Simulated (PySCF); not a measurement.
Choosing a molecule for a target property.

Each SMILES stands for a single optimised conformer of the isolated species, non-relativistic unless stated. Electronic properties by PySCF.

The conformers computed, where there is a choice (atom-mapped SMILES and torsion angles):
- `[O:1]=[C:2]([OH:3])[C:4]1=[CH:5][CH2:6][CH2:7]1`: O1–C2–C4–C5 0°, H–O3–C2–O1 0°
- `[O:1]=[CH:2][C:3]1=[CH:4][CH2:5][O:6][CH2:7]1`: O1–C2–C3–C4 180°
- `[OH:1][SiH:2]([OH:3])[O:4][SiH3:5]`: O1–Si2–O4–Si5 -154°, H–O1–Si2–O3 -167°, H–O3–Si2–O1 -26°
- `[CH3:1][O:2][C:3]1=[C:4]([CH3:5])[P@@H:6]1=[S:7]`: C1–O2–C3–C4 175°
- `[F:1][CH:2]([F:3])[O:4][C@H:5]1[CH:6]=[CH:7][O:8][CH2:9]1`: F1–C2–O4–C5 -58°, C2–O4–C5–C6 89°

(1) Wanted: HOMO–LUMO gap above 8.5 eV (PBE0/def2-SVPD) and lowest triplet excitation (Tamm–Dancoff) above 5 eV (TDA PBE0/def2-SVPD), at GFN2-xTB geometries. Which candidate meets both?
A. `O=C(O)C1=CCC1`
B. `C1COCC=1C=O`
C. `O([SiH3])[SiH](O)O`
D. `FC1(F)OCC12COC2`
E. `C[C@@H]1OC(=O)C=C1`

(2) Wanted: HOMO energy above -7.5 eV (PBE0/def2-SVPD) and dipole moment below 0.8 D (PBE0/def2-SVPD), at GFN2-xTB geometries. Which candidate meets both?
A. `FC1(F)OCC12COC2`
B. `C[C@H]1C=CC(=O)O1`
C. `O[SiH](O)O[SiH3]`
D. `OC(=O)C1=CCC1`
E. `COC1=C(C)[P@@H]1=S`
F. `C1=C(C=O)COC1`
G. `FC(F)O[C@H]1C=COC1`

(3) Wanted: electronic spatial extent ⟨r²⟩ about the centre of nuclear charge between 700 bohr² and 1000 bohr² (PBE0/def2-SVPD) and static isotropic polarisability below 62 au (PBE0/def2-SVPD), at GFN2-xTB geometries. Which candidate meets both?
A. `[SiH](O)(O)O[SiH3]`
B. `C1(=C([P@@H]1=S)C)OC`
C. `[SiH3]C([SiH3])[SiH3]`
D. `C[C@H]1C=CC(=O)O1`
E. `O=C(O)C1=CCC1`

Answers

(1) C. Computed values:
```csv
species,HOMO–LUMO gap,lowest triplet excitation (Tamm–Dancoff)
C1COCC=1C=O,5.29 eV,3.13 eV
O=C(O)C1=CCC1,6.28 eV,3.50 eV
C[C@@H]1OC(=O)C=C1,6.62 eV,4.11 eV
FC1(F)OCC12COC2,8.33 eV,6.51 eV
O([SiH3])[SiH](O)O,8.77 eV,7.10 eV
```

(2) G. Computed values:
| species | HOMO energy | dipole moment |
| --- | --- | --- |
| O[SiH](O)O[SiH3] | -8.74 eV | 0.97 D |
| C[C@H]1C=CC(=O)O1 | -8.04 eV | 5.25 D |
| FC1(F)OCC12COC2 | -7.87 eV | 2.60 D |
| OC(=O)C1=CCC1 | -7.75 eV | 2.25 D |
| C1=C(C=O)COC1 | -7.34 eV | 3.54 D |
| FC(F)O[C@H]1C=COC1 | -6.87 eV | 0.73 D |
| COC1=C(C)[P@@H]1=S | -6.52 eV | 4.13 D |

(3) A. Computed values:
| species | electronic spatial extent ⟨r²⟩ about the centre of nuclear charge | static isotropic polarisability |
| --- | --- | --- |
| C[C@H]1C=CC(=O)O1 | 680 bohr² | 63.2 au |
| O=C(O)C1=CCC1 | 765 bohr² | 65.4 au |
| [SiH](O)(O)O[SiH3] | 809 bohr² | 60.2 au |
| [SiH3]C([SiH3])[SiH3] | 866 bohr² | 94.6 au |
| C1(=C([P@@H]1=S)C)OC | 1294 bohr² | 100.3 au |
